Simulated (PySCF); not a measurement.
# Excitation energy of Rh by level of theory

Rh [Kr] 4d8 5s1 (4F) → Rh [Kr] 4d7 5s1 5p1 (high-spin determinant), as a difference of total energies. All numbers are calculated (PySCF 2.14, the spin-free X2C one-electron Hamiltonian (Gaussian nucleus), in aug-cc-pwCVTZ-DK (11s10p8d4f3g, 136 functions)). Correlated levels: valence: [Kr] frozen; valence and next inner shell: [Ar] 3d10 frozen. The calculations carry no spin-orbit coupling.

```
                                method  excitation energy (eV)
                                   UHF                   2.814
                                   LDA                   5.100
                                   PBE                   4.871
                                  PBE0                   4.557
                                r2SCAN                   4.545
                                  MN15                   4.949
                                  BP86                   4.934
                                  BLYP                   5.049
                         MP2 (valence)                   4.480
                     SCS-MP2 (valence)                   4.675
    MP2 (valence and next inner shell)                   4.543
SCS-MP2 (valence and next inner shell)                   4.574
```

Question: How much does correlation contribute at MP2 (valence and next inner shell)?

Answer: 4.543 − (2.814) = 1.729 eV, measured against UHF.

A first-order spin-orbit estimate (lowest level to lowest level, LS coupling) adds 0.037 eV.

The determinant of the upper state mixes LS terms, which raises its energy above the lowest term, most at the Hartree-Fock and MP2 levels.
